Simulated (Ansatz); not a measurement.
`[SiH3][GeH]1[S][S]1` at its PBE0-D4/def2-TZVP geometry, where that method's forces vanish. The species carries charge 0 and has multiplicity 1.

```xyz
8

Si    0.4613    0.3665   -1.2369
Ge   -0.7069   -0.0189    0.7879
S     0.5806   -0.2454    2.5603
S    -0.3248   -1.9824    1.7092
H    -0.3477   -0.1383   -2.3752
H     0.6906    1.8244   -1.4017
H     1.7428   -0.3667   -1.1255
H    -2.0960    0.5608    1.0820
```

Task: What forces (eV/Å) does r2SCAN-D4/def2-TZVPP give on these atoms in Ansatz? (Estimate.)

Result: The calculation gave: 
```
Si1 -0.005 -0.004  0.014
Ge2 -0.049  0.070 -0.091
S3   0.093  0.126  0.108
S4  -0.064 -0.175 -0.039
H5   0.020  0.013  0.013
H6  -0.001 -0.027 -0.007
H7  -0.024  0.016 -0.007
H8   0.029 -0.019  0.008
```
